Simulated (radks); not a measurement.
Removal energies from the chromium ion Cr11+, [Ne] 3s2 3p1, by Delta-SCF beside the eigenvalue of the level emptied. All-electron calculation, scalar-relativistic Kohn-Sham, BLYP, spin-polarised, spherical densities, finite nucleus; Fermi nuclear charge, rms radius of each element as measured or else 0.836 A^(1/3) + 0.57 fm. Program: a radial shooting solver on a logarithmic mesh with Libxc functionals. Open shells are filled with parallel spins first.

removed from   final configuration  Delta-SCF (eV)  -eigenvalue (eV)
3p                        [Ne] 3s2          297.46            283.79
3s                    [Ne] 3s1 3p1          323.59            310.73
2p            [He] 2s2 2p5 3s2 3p1          890.94            851.65
2s            [He] 2s1 2p6 3s2 3p1          990.52            955.91
